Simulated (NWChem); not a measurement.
# C$_{4}$H$_{5}$, doublet; SMILES [C](C=C)=C

```xyz
9

C     -0.1872    -1.8860     0.0000
C      0.1502    -0.6259     0.0000
C      0.5030     0.6806     0.0000
C     -0.3755     1.7643     0.0000
H     -0.3372    -2.4448    -0.9340
H     -0.3372    -2.4448     0.9340
H      1.5814     0.8910     0.0000
H     -1.4571     1.6144     0.0000
H      0.0070     2.7862     0.0000
```
Atoms are numbered in this order, from 1.

In the optimisation the excess spin sits in a" (Cs, its own frame). Structure relaxed at the PBE0/def2-SVP, spin-unrestricted level. No stability test was run on the SCF state.

Symmetry labels are those of Cs in the frame above (b1 and b2, or b-type labels, depend on it).

Question: List the 6 lowest vertical excitations from LDA (Slater exchange, VWN5)/6-31G* (spherical d), spin-unrestricted, TDA (NWChem).

Answer: 
```tsv
state	energy (eV)	oscillator strength	symmetry of the excitation	<S²>
state 1	3.29	0.000	a'	0.76
state 2	3.54	0.000	a'	0.76
state 3	3.87	0.000	a"	0.76
state 4	5.13	0.000	a"	2.74
state 5	5.89	0.000	a'	0.76
state 6	6.27	0.557	a"	0.77
```
